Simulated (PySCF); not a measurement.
C4H9NOSi.
Numbering: `[H]/[N:1]=[CH:2]\[Si@@H:3]1[CH2:4][CH2:5][CH2:6][O:7]1` (hydrogens: H8 on N1; H9 on C2; H10 on Si3; H11, H12 on C4; H13, H14 on C5; H15, H16 on C6)

Computed with PySCF at CAM-B3LYP/def2-SVPD, non-relativistic, on one gas-phase PBE0-D3(BJ)/def2-SVP geometry that isn't relaxed in the solvent. The solvent is an IEF-PCM continuum (cavity from Bondi-type radii × 1.2), and excitations are vertical TDDFT with non-equilibrium linear response and a frozen core. Specific hydrogen bonds and non-electrostatic terms are outside this model.

Gas-phase singlets (H = HOMO, L = LUMO):

```json
{"state": "S1", "E (eV)": "4.248", "λ (nm)": "292", "f": "0.000", "leading configuration": "H→L 93%"}
{"state": "S2", "E (eV)": "6.613", "λ (nm)": "187", "f": "0.046", "leading configuration": "H-1→L 86%"}
{"state": "S3", "E (eV)": "6.844", "λ (nm)": "181", "f": "0.022", "leading configuration": "H→L+2 75%"}
{"state": "S4", "E (eV)": "7.243", "λ (nm)": "171", "f": "0.053", "leading configuration": "H-2→L 51%"}
{"state": "S5", "E (eV)": "7.345", "λ (nm)": "169", "f": "0.003", "leading configuration": "H→L+1 64%"}
```

Problem. What are the lowest 5 singlets in chloroform (ε = 4.711)?

Solution. 
```csv
state,E (eV),λ (nm),f,leading configuration,change by rank (eV)
S1,4.307,288,0.001,H→L 92%,+0.059
S2,6.509,190,0.086,H-1→L 90%,-0.104
S3,6.989,177,0.039,H→L+2 61%,+0.145
S4,7.155,173,0.058,H-2→L 62%,-0.088
S5,7.490,166,0.003,H→L+1 39%,+0.145
```

Problem. The ground-state energy changes by -0.208 eV from gas to chloroform. By how much does the total energy of gas-phase S1 change?

Solution. E(S1) = E(S0) + excitation energy, so it changes by -0.208 + 0.059 = -0.149 eV: it is lowered less than the ground state, which is what a blue shift means. This is the vertical state, with the slow part of the continuum still set for S0.

Problem. How do the frontier levels move from gas to chloroform?

Solution. 
```tsv
orbital	gas (eV)	solvent (eV)	change (eV)	Löwdin shares, gas	Löwdin shares, solvent
LUMO+2	1.59	1.73	+0.14	Si3 29 %, H8 15 %, C2 14 %, N1 11 %	Si3 25 %, C2 18 %, H8 13 %, N1 13 %
LUMO+1	1.14	1.40	+0.26	C5 14 %, Si3 14 %, C4 11 %, C6 10 %	Si3 17 %, C5 13 %, C6 11 %, C4 10 %
LUMO	0.03	0.05	+0.02	N1 34 %, C2 31 %, Si3 13 %, H9 5 %	N1 35 %, C2 32 %, Si3 13 %, H9 5 %
HOMO	-8.60	-8.65	-0.05	N1 44 %, C2 20 %, Si3 10 %, H8 7 %	N1 40 %, C2 20 %, Si3 10 %, O7 8 %
HOMO-1	-9.63	-9.49	+0.14	O7 38 %, C6 11 %, Si3 9 %, C4 9 %	O7 34 %, C4 12 %, C6 11 %, Si3 10 %
HOMO-2	-10.29	-10.13	+0.16	O7 31 %, C4 19 %, Si3 11 %, C5 9 %	O7 26 %, C4 20 %, Si3 11 %, C5 10 %
HOMO-3	-10.75	-10.57	+0.18	O7 27 %, C6 16 %, C5 15 %, Si3 8 %	O7 27 %, C6 18 %, C5 17 %, H16 8 %
```

The HOMO–LUMO gap goes from 8.64 to 8.70 eV.

On one thread, Arm Neoverse N1 (aarch64), shared host with 64 logical CPUs at a one-minute load of 62, this took 79 s and 1.1 GiB of memory at its peak. This is the whole response run at CAM-B3LYP/def2-SVPD in chloroform, SCF included.
